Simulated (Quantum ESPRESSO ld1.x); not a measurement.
Results of a calculation; reference values are marked as such.
Question: The aim is the praseodymium ion Pr3+ in [Xe] 4f2. What will ld1.x (Quantum ESPRESSO 7.5) do with this input?

```
 &input
    zed=59.0,
    iswitch=1,
    rel=1,
    lsd=1,
    dft='PZ',
    config='[Xe] 4f2',
    noscf=.true.,
    prefix='ld1',
    max_out_wfc=37,
    file_charge='ld1.rho',
 /
```

Answer: Refused. The program stops in ld1_readin with "hydrogenic levels available only with lsd=0": noscf gives hydrogenic levels and needs lsd = 0.

Output (excerpt):

```
     Program LD1 v.7.5 starts

 %%%%%%%%%%%%%%%%%%%%%%%%%%%%%%%%%%%%%%%%%%%%%%%%%%%%%%%%%%%%%%%%%%%%%%%%%%%%%%
     Error in routine ld1_readin (1):
     hydrogenic levels available only with lsd=0
 %%%%%%%%%%%%%%%%%%%%%%%%%%%%%%%%%%%%%%%%%%%%%%%%%%%%%%%%%%%%%%%%%%%%%%%%%%%%%%

     stopping ...
```

Run on one thread of a shared host, so times are rough (Intel(R) Xeon(R) Processor @ 2.60GHz): 0.3 s of CPU time, 0.63 s wall.
